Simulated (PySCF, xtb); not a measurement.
FH2O2STa, SMILES [OH][Ta](=[S])([F])[OH], multiplicity 1. Other conformers were not sampled.

Harmonic wavenumbers (cm⁻¹) from GFN2-xTB in xtb at its own minimum, in rising order: 86, 103, 142, 146, 171, 315, 364, 384, 431, 450, 476, 538, 578, 3620, 3628.

**Question.** What does PBE-D3(BJ)/def2-SVP (PySCF) give at its own minimum? (An estimate is asked for; the answer gives what the named calculation found.)

**Answer.** 157, 158, 179, 182, 197, 319, 327, 469, 481, 524, 668, 716, 716, 3778, 3782. Paired by order, the mean absolute difference is 86 cm⁻¹ and the zero-point energies are 16.3 and 18.1 kcal/mol.
